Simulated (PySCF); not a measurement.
Ligand exchange on a metal centre used in film growth or etching (Cd NH2-Br). Isolated molecules, 0 K electronic values unless said otherwise. One relaxed conformer stands for each flexible species; it need not be the lowest.

Level of theory: TPSSh-D3(BJ)/def2-TZVP // PBE-D3(BJ)/def2-SVP in PySCF 2.14.0. 

| species | mean distance from the central atom to its bonded neighbours (Å) | charge on the central atom (Mulliken) (e) | LUMO (eV) | coordination number |
|---|---|---|---|---|
| 0 of 2 NH2 replaced by Br ([Cd(NH2)2]) | 2.021 | 0.73 | -1.01 | 2 |
| 1 of 2 NH2 replaced by Br ([Cd(NH2)(Br)]) | 2.231 | 0.72 | -1.90 | 2 |
| 2 of 2 NH2 replaced by Br ([Cd(Br)2]) | 2.420 | 0.73 | -2.77 | 2 |
